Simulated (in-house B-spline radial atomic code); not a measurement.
## Ionising neutral molybdenum with different functionals

Computed with a B-spline radial code for spherical atoms: scalar-relativistic (spin-free X2C) Hamiltonian, Fermi nucleus of rms radius 4.4091 fm, spin-polarised at highest spin, spherical fractional occupations for the functionals, and exact exchange of hybrids averaged over the configuration. The ionisation energy is the difference of two self-consistent energies, [Kr] 4d5 5s1 → [Kr] 4d5, without Breit or QED terms; ε is the level of the shell that loses the electron (its least bound occupied spin orbital). There is no spin-orbit coupling in this Hamiltonian.

```
   method                    rung  ΔSCF (eV)  -ε(5s) (eV)
     PBE0           global hybrid       7.19         5.16
    B3LYP           global hybrid       7.24         5.00
    TPSSh           global hybrid          ?            ?
BHandHLYP           global hybrid       6.77         5.47
  r2SCAN0           global hybrid       7.27         5.41
    B97-1           global hybrid       6.96         4.86
    HSE06  range-separated hybrid          ?            ?
CAM-B3LYP  range-separated hybrid       7.01         6.00
  LC-wPBE  range-separated hybrid       6.81         6.92
```

(1) What does HSE06 give?

(2) What does TPSSh give?

(3) Among the functionals, which spreads more, the ΔSCF values or the orbital energies?

(4) How do they compare with the NIST value?

Results:

(1) ΔSCF 7.22 eV, and -ε(5s) = 4.79 eV.

(2) ΔSCF 7.17 eV, and -ε(5s) = 4.74 eV.

(3) The orbital energies: ΔSCF values span about 0.50 eV and the orbital energies 2.18 eV; here energy differences depend much less on the functional than eigenvalues do.

(4) NIST lists 7.092 eV (measured, ground level to ground level). Errors run from -0.32 to +0.18 eV; TPSSh is closest (+0.08 eV), but part of that can be cancellation, since the calculations leave out spin-orbit coupling, Breit-QED terms, multiplet and fine-structure energies.
